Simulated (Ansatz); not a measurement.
Harmonic vibrations of CH6AlNO (`OC[NH][AlH2]`) by finite differences.

```yaml
crystal:
  periodic: [false, false, false]
  atoms:
    - {symbol: O, position_ang: [0.089539, -0.030174, -2.096214]}
    - {symbol: C, position_ang: [0.617023, -0.408973, -0.845380]}
    - {symbol: N, position_ang: [-0.366832, -0.456333, 0.195483]}
    - {symbol: Al, position_ang: [-0.422279, 0.500655, 1.689482]}
    - {symbol: H, position_ang: [-0.356375, 0.813938, -1.977466]}
    - {symbol: H, position_ang: [1.066111, -1.390898, -1.025149]}
    - {symbol: H, position_ang: [1.415586, 0.276558, -0.530585]}
    - {symbol: H, position_ang: [-1.072810, -1.154493, 0.002847]}
    - {symbol: H, position_ang: [-1.603991, 0.217058, 2.701841]}
    - {symbol: H, position_ang: [0.717129, 1.581362, 1.888141]}
basis:
  gaussian: {orbitals: def2-TZVP}
hamiltonian: {xc: pbe0, dispersion: d4}
phonons: {temperatures: {t_min: 298.15, t_max: 900, t_step: 200}}
```

```sh
$ ansatz run in.yaml --threads 2 --pin off --events-out ev --progress --plain --max-ram 4352MiB
```

It prints (some lines left out):

```
Functional definition: PBE0
mean field -11262.77080939 eV, -413.8991930649 hartree, gradient 6.1e-5 eV, S^2 0.000000; 0 other end points of the search recorded, 0 dependent functions left out
mean field -11262.77074709 eV, -413.8991907752 hartree, gradient 2.3e-6 eV, S^2 0.000000; 0 other end points of the search recorded, 0 dependent functions left out
mean field -11262.77074119 eV, -413.8991905587 hartree, gradient 2.3e-6 eV, S^2 0.000000; 0 other end points of the search recorded, 0 dependent functions left out
mean field -11262.77066293 eV, -413.8991876825 hartree, gradient 2.3e-6 eV, S^2 0.000000; 0 other end points of the search recorded, 0 dependent functions left out
mean field -11262.77065873 eV, -413.8991875282 hartree, gradient 2.3e-6 eV, S^2 0.000000; 0 other end points of the search recorded, 0 dependent functions left out
mean field -11262.77068988 eV, -413.8991886730 hartree, gradient 2.3e-6 eV, S^2 0.000000; 0 other end points of the search recorded, 0 dependent functions left out
mean field -11262.77073386 eV, -413.8991902893 hartree, gradient 2.3e-6 eV, S^2 0.000000; 0 other end points of the search recorded, 0 dependent functions left out
mean field -11262.77064690 eV, -413.8991870935 hartree, gradient 2.2e-6 eV, S^2 0.000000; 0 other end points of the search recorded, 0 dependent functions left out
mean field -11262.77062699 eV, -413.8991863617 hartree, gradient 2.3e-6 eV, S^2 0.000000; 0 other end points of the search recorded, 0 dependent functions left out
mean field -11262.77061765 eV, -413.8991860187 hartree, gradient 2.3e-6 eV, S^2 0.000000; 0 other end points of the search recorded, 0 dependent functions left out
mean field -11262.77061703 eV, -413.8991859958 hartree, gradient 2.3e-6 eV, S^2 0.000000; 0 other end points of the search recorded, 0 dependent functions left out
mean field -11262.77066764 eV, -413.8991878557 hartree, gradient 2.3e-6 eV, S^2 0.000000; 0 other end points of the search recorded, 0 dependent functions left out
mean field -11262.77068293 eV, -413.8991884174 hartree, gradient 2.3e-6 eV, S^2 0.000000; 0 other end points of the search recorded, 0 dependent functions left out
mean field -11262.77067789 eV, -413.8991882322 hartree, gradient 2.3e-6 eV, S^2 0.000000; 0 other end points of the search recorded, 0 dependent functions left out
mean field -11262.77067819 eV, -413.8991882435 hartree, gradient 2.2e-6 eV, S^2 0.000000; 0 other end points of the search recorded, 0 dependent functions left out
mean field -11262.77068530 eV, -413.8991885047 hartree, gradient 2.3e-6 eV, S^2 0.000000; 0 other end points of the search recorded, 0 dependent functions left out
mean field -11262.77070584 eV, -413.8991892595 hartree, gradient 2.3e-6 eV, S^2 0.000000; 0 other end points of the search recorded, 0 dependent functions left out
mean field -11262.77066820 eV, -413.8991878762 hartree, gradient 2.2e-6 eV, S^2 0.000000; 0 other end points of the search recorded, 0 dependent functions left out
mean field -11262.77068323 eV, -413.8991884287 hartree, gradient 2.3e-6 eV, S^2 0.000000; 0 other end points of the search recorded, 0 dependent functions left out
mean field -11262.77074409 eV, -413.8991906652 hartree, gradient 2.3e-6 eV, S^2 0.000000; 0 other end points of the search recorded, 0 dependent functions left out
mean field -11262.77075952 eV, -413.8991912321 hartree, gradient 2.3e-6 eV, S^2 0.000000; 0 other end points of the search recorded, 0 dependent functions left out
mean field -11262.77076804 eV, -413.8991915453 hartree, gradient 2.3e-6 eV, S^2 0.000000; 0 other end points of the search recorded, 0 dependent functions left out
mean field -11262.77074426 eV, -413.8991906714 hartree, gradient 2.3e-6 eV, S^2 0.000000; 0 other end points of the search recorded, 0 dependent functions left out
mean field -11262.77076362 eV, -413.8991913830 hartree, gradient 2.3e-6 eV, S^2 0.000000; 0 other end points of the search recorded, 0 dependent functions left out
mean field -11262.77069800 eV, -413.8991889715 hartree, gradient 2.3e-6 eV, S^2 0.000000; 0 other end points of the search recorded, 0 dependent functions left out
mean field -11262.77077255 eV, -413.8991917108 hartree, gradient 2.3e-6 eV, S^2 0.000000; 0 other end points of the search recorded, 0 dependent functions left out
mean field -11262.77077149 eV, -413.8991916720 hartree, gradient 2.3e-6 eV, S^2 0.000000; 0 other end points of the search recorded, 0 dependent functions left out
mean field -11262.77068044 eV, -413.8991883260 hartree, gradient 2.3e-6 eV, S^2 0.000000; 0 other end points of the search recorded, 0 dependent functions left out
mean field -11262.77068924 eV, -413.8991886492 hartree, gradient 2.3e-6 eV, S^2 0.000000; 0 other end points of the search recorded, 0 dependent functions left out
mean field -11262.77078999 eV, -413.8991923519 hartree, gradient 2.3e-6 eV, S^2 0.000000; 0 other end points of the search recorded, 0 dependent functions left out
mean field -11262.77079544 eV, -413.8991925523 hartree, gradient 2.3e-6 eV, S^2 0.000000; 0 other end points of the search recorded, 0 dependent functions left out
mean field -11262.77077926 eV, -413.8991919574 hartree, gradient 2.3e-6 eV, S^2 0.000000; 0 other end points of the search recorded, 0 dependent functions left out
mean field -11262.77077939 eV, -413.8991919622 hartree, gradient 2.3e-6 eV, S^2 0.000000; 0 other end points of the search recorded, 0 dependent functions left out
mean field -11262.77072295 eV, -413.8991898882 hartree, gradient 2.3e-6 eV, S^2 0.000000; 0 other end points of the search recorded, 0 dependent functions left out
mean field -11262.77072508 eV, -413.8991899665 hartree, gradient 2.3e-6 eV, S^2 0.000000; 0 other end points of the search recorded, 0 dependent functions left out
mean field -11262.77078394 eV, -413.8991921296 hartree, gradient 2.3e-6 eV, S^2 0.000000; 0 other end points of the search recorded, 0 dependent functions left out
mean field -11262.77079115 eV, -413.8991923945 hartree, gradient 2.3e-6 eV, S^2 0.000000; 0 other end points of the search recorded, 0 dependent functions left out
mean field -11262.77074906 eV, -413.8991908479 hartree, gradient 2.3e-6 eV, S^2 0.000000; 0 other end points of the search recorded, 0 dependent functions left out
mean field -11262.77075063 eV, -413.8991909053 hartree, gradient 2.3e-6 eV, S^2 0.000000; 0 other end points of the search recorded, 0 dependent functions left out
mean field -11262.77075823 eV, -413.8991911849 hartree, gradient 2.3e-6 eV, S^2 0.000000; 0 other end points of the search recorded, 0 dependent functions left out
mean field -11262.77076173 eV, -413.8991913135 hartree, gradient 2.3e-6 eV, S^2 0.000000; 0 other end points of the search recorded, 0 dependent functions left out
mean field -11262.77078068 eV, -413.8991920096 hartree, gradient 2.3e-6 eV, S^2 0.000000; 0 other end points of the search recorded, 0 dependent functions left out
mean field -11262.77078642 eV, -413.8991922208 hartree, gradient 2.3e-6 eV, S^2 0.000000; 0 other end points of the search recorded, 0 dependent functions left out
mean field -11262.77073104 eV, -413.8991901854 hartree, gradient 2.3e-6 eV, S^2 0.000000; 0 other end points of the search recorded, 0 dependent functions left out
mean field -11262.77074147 eV, -413.8991905689 hartree, gradient 2.3e-6 eV, S^2 0.000000; 0 other end points of the search recorded, 0 dependent functions left out
mean field -11262.77073534 eV, -413.8991903435 hartree, gradient 2.3e-6 eV, S^2 0.000000; 0 other end points of the search recorded, 0 dependent functions left out
mean field -11262.77074477 eV, -413.8991906902 hartree, gradient 2.3e-6 eV, S^2 0.000000; 0 other end points of the search recorded, 0 dependent functions left out
mean field -11262.77079008 eV, -413.8991923553 hartree, gradient 2.3e-6 eV, S^2 0.000000; 0 other end points of the search recorded, 0 dependent functions left out
mean field -11262.77079271 eV, -413.8991924518 hartree, gradient 2.3e-6 eV, S^2 0.000000; 0 other end points of the search recorded, 0 dependent functions left out
mean field -11262.77078120 eV, -413.8991920290 hartree, gradient 2.3e-6 eV, S^2 0.000000; 0 other end points of the search recorded, 0 dependent functions left out
mean field -11262.77078792 eV, -413.8991922759 hartree, gradient 2.3e-6 eV, S^2 0.000000; 0 other end points of the search recorded, 0 dependent functions left out
mean field -11262.77080679 eV, -413.8991929693 hartree, gradient 2.3e-6 eV, S^2 0.000000; 0 other end points of the search recorded, 0 dependent functions left out
mean field -11262.77080282 eV, -413.8991928234 hartree, gradient 2.3e-6 eV, S^2 0.000000; 0 other end points of the search recorded, 0 dependent functions left out
mean field -11262.77079736 eV, -413.8991926227 hartree, gradient 2.3e-6 eV, S^2 0.000000; 0 other end points of the search recorded, 0 dependent functions left out
mean field -11262.77078239 eV, -413.8991920726 hartree, gradient 2.3e-6 eV, S^2 0.000000; 0 other end points of the search recorded, 0 dependent functions left out
mean field -11262.77079006 eV, -413.8991923544 hartree, gradient 2.3e-6 eV, S^2 0.000000; 0 other end points of the search recorded, 0 dependent functions left out
mean field -11262.77078236 eV, -413.8991920714 hartree, gradient 2.3e-6 eV, S^2 0.000000; 0 other end points of the search recorded, 0 dependent functions left out
mean field -11262.77079438 eV, -413.8991925133 hartree, gradient 2.3e-6 eV, S^2 0.000000; 0 other end points of the search recorded, 0 dependent functions left out
mean field -11262.77078248 eV, -413.8991920760 hartree, gradient 2.3e-6 eV, S^2 0.000000; 0 other end points of the search recorded, 0 dependent functions left out
mean field -11262.77081212 eV, -413.8991931652 hartree, gradient 2.3e-6 eV, S^2 0.000000; 0 other end points of the search recorded, 0 dependent functions left out
mean field -11262.77079740 eV, -413.8991926242 hartree, gradient 2.3e-6 eV, S^2 0.000000; 0 other end points of the search recorded, 0 dependent functions left out
Total energy: -11262.90511199 eV, -413.9041285942 hartree
Atom 0 at     0.089539    -0.030174    -2.096214 Å, force     0.000430    -0.000108     0.000574 eV/Å
Atom 1 at     0.617023    -0.408973    -0.845380 Å, force     0.000494     0.001417    -0.001679 eV/Å
Atom 2 at    -0.366832    -0.456333     0.195483 Å, force    -0.000585    -0.000824    -0.000619 eV/Å
Atom 3 at    -0.422279     0.500655     1.689482 Å, force    -0.000465     0.000509    -0.000413 eV/Å
Atom 4 at    -0.356375     0.813938    -1.977466 Å, force    -0.000435    -0.000786     0.001520 eV/Å
Atom 5 at     1.066111    -1.390898    -1.025149 Å, force    -0.000080     0.000242     0.000740 eV/Å
Atom 6 at     1.415586     0.276558    -0.530585 Å, force    -0.000031     0.000023     0.000879 eV/Å
Atom 7 at    -1.072810    -1.154493     0.002847 Å, force    -0.000251    -0.000173    -0.000436 eV/Å
Atom 8 at    -1.603991     0.217058     2.701841 Å, force     0.000510     0.000376     0.000032 eV/Å
Atom 9 at     0.717129     1.581362     1.888141 Å, force     0.000413    -0.000675    -0.000597 eV/Å
Dipole moment:    -0.077262     0.032224     0.160460 e Å
Vibrations: 103.34 199.19 244.47 333.42 459.84 531.86 594.19 638.48 741.18 801.31 1016.35 1062.08 1154.08 1216.75 1359.95 1408.55 1441.70 1515.77 1937.09 1947.25 3010.42 3069.29 3581.96 3841.65 cm⁻¹, zero-point energy 1.996776 eV
```

It took 2.1 min on 2 threads of an AMD EPYC 7R32 on a shared host, with 0.4 GiB of host memory at the peak.
